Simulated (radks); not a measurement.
The numbers below are computed, except where a source is named.
All-electron atom: Nb in [Kr] 4d4 5s1.

Code: a radial shooting solver on a logarithmic mesh with Libxc functionals. Model: scalar-relativistic Kohn-Sham, PBE, spin-polarised, spherical densities, point nucleus; open shells are filled with parallel spins first (spin-orbit coupling, left out, can overturn this in heavy ions).

Energy parts (hartree):
part                       energy
total                 -3819.72582
kinetic                3932.93902
electron-nucleus      -9203.25424
Hartree                1569.39781
exchange-correlation   -118.80841

Orbitals (lengths in bohr, moments of r in powers of bohr; r(90%) holds 90 % of the orbital's charge):
[
 {"orbital": "1s up", "occ.": "1", "eigenvalue (hartree)": "-691.1784", "r(90%)": "0.0646"},
 {"orbital": "1s down", "occ.": "1", "eigenvalue (hartree)": "-691.1784", "r(90%)": "0.0646"},
 {"orbital": "2s up", "occ.": "1", "eigenvalue (hartree)": "-96.66358", "r(90%)": "0.244"},
 {"orbital": "2s down", "occ.": "1", "eigenvalue (hartree)": "-96.65194", "r(90%)": "0.244"},
 {"orbital": "2p up", "occ.": "3", "eigenvalue (hartree)": "-86.30717", "r(90%)": "0.224"},
 {"orbital": "2p down", "occ.": "3", "eigenvalue (hartree)": "-86.29855", "r(90%)": "0.224"},
 {"orbital": "3s up", "occ.": "1", "eigenvalue (hartree)": "-16.11081", "r(90%)": "0.655"},
 {"orbital": "3s down", "occ.": "1", "eigenvalue (hartree)": "-16.10431", "r(90%)": "0.655"},
 {"orbital": "3p up", "occ.": "3", "eigenvalue (hartree)": "-12.72615", "r(90%)": "0.674"},
 {"orbital": "3p down", "occ.": "3", "eigenvalue (hartree)": "-12.71892", "r(90%)": "0.674"},
 {"orbital": "3d up", "occ.": "5", "eigenvalue (hartree)": "-7.19542", "r(90%)": "0.694"},
 {"orbital": "3d down", "occ.": "5", "eigenvalue (hartree)": "-7.18435", "r(90%)": "0.694"},
 {"orbital": "4s up", "occ.": "1", "eigenvalue (hartree)": "-2.15663", "r(90%)": "1.70"},
 {"orbital": "4s down", "occ.": "1", "eigenvalue (hartree)": "-2.08539", "r(90%)": "1.68"},
 {"orbital": "4p up", "occ.": "3", "eigenvalue (hartree)": "-1.28448", "r(90%)": "1.95"},
 {"orbital": "4p down", "occ.": "3", "eigenvalue (hartree)": "-1.20225", "r(90%)": "1.93"},
 {"orbital": "4d up", "occ.": "4", "eigenvalue (hartree)": "-0.13646", "r(90%)": "3.62"},
 {"orbital": "5s up", "occ.": "1", "eigenvalue (hartree)": "-0.16455", "r(90%)": "5.40"}
]

The highest occupied level is 4d up at -3.713 eV. Spin moment in Bohr magnetons: 5. For comparison, the ionisation energy in NIST's Atomic Spectra Database is 6.759 eV (measured). In exact Kohn-Sham theory the highest level is minus the ionisation energy, but local and semilocal functionals leave it too shallow, through self-interaction and a potential that decays too fast; potentials with the right tail come closer.
